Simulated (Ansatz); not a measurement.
Computed with Ansatz on PBE0-D4/def2-TZVP structures; ΔE is electronic, products minus reactants. CCSD(T)/CBS is the MP2 limit (def2-TZVPP, def2-QZVPP) plus CCSD(T) − MP2 in def2-TZVPP, frozen cores. This one scheme is used for every species. Functionals use def2-TZVPP. B3LYP here is the variant with VWN-RPA as its local correlation; programs differ in this. One conformer a species, not always the lowest.

Consider the formal exchange of groups at the Si–O bond: `C[Si](O)(O)S` + SiH₄ → `C[Si](O)([SiH3])S` + H₂O.

`C[Si](O)(O)S`:

Z-matrix (Å, degrees):
```
C
Si 1 1.848
H 1 1.092 2 111.0
H 1 1.093 2 109.7 3 -119.4
H 1 1.092 2 111.1 3 120.5
O 2 1.642 1 114.2 3 179.8
O 2 1.633 1 106.0 3 61.5
S 2 2.148 1 112.0 3 -61.8
H 6 0.958 2 117.9 1 77.5
H 7 0.959 2 117.1 1 -176.8
H 8 1.343 2 94.4 1 45.3
```

SiH₄:

```xyz
5

Si    0.000    0.000    0.000
H     1.257    0.199   -0.764
H    -0.018   -1.369    0.575
H    -1.163    0.171   -0.907
H    -0.076    0.998    1.096
```

`C[Si](O)([SiH3])S`:

```xyz
13

C     0.686   -1.721    0.223
Si   -0.335   -0.161    0.238
O    -1.888   -0.417   -0.261
Si    0.489    1.524   -1.159
S    -0.269    0.490    2.285
H     0.672   -2.170   -0.773
H     0.292   -2.453    0.933
H     1.723   -1.509    0.492
H    -2.456   -0.919    0.327
H     0.343    1.173   -2.598
H     1.932    1.740   -0.869
H    -0.243    2.793   -0.899
H    -0.944    1.631    2.061
```

H₂O:

```xyz
3

O     0.213    0.156    0.286
H    -0.110    0.591   -0.506
H    -0.103   -0.748    0.220
```

| level | ΔE (kJ/mol) |
| --- | --- |
| r2SCAN-D4 | 117.5 |
| B3LYP-D4 | 116.5 |
| PBE | 100.1 |
| r2SCAN | 118.9 |
| B3LYP | 123.4 |
| CCSD/def2-TZVPP | 123.0 |
| CCSD(T)/def2-TZVPP | 119.4 |
| MP2/def2-QZVPP | 120.8 |

Q: What does CCSD(T)/CBS give? (Best estimate.)

A: Ansatz gave: +115.1 kJ/mol. The listed levels differ from it by 2.4, 1.4, -15.0, 3.8, 8.3, 7.9, 4.3, 5.7 kJ/mol.

Largest T1 diagnostic among the species: 0.012.

In def2-TZVPP, CCSD(T) changes the Hartree–Fock value by −25.9 kJ/mol (the triples alone add −3.6 kJ/mol) and MP2 by −22.3 kJ/mol. From PBE to PBE0 (25 % exact exchange), in def2-TZVPP and without D4, ΔE moves by +6.8 kJ/mol. The D4 term adds −6.9 kJ/mol with B3LYP and −4.2 kJ/mol with PBE0; it sums over pairs of atoms, weighted by their polarisabilities, and B3LYP, whose exchange is more repulsive, gets the larger term.

CCSD(T)/CBS has its own doubt, a few kJ/mol and more with outer-core shells, so smaller differences from it don't rank the levels.
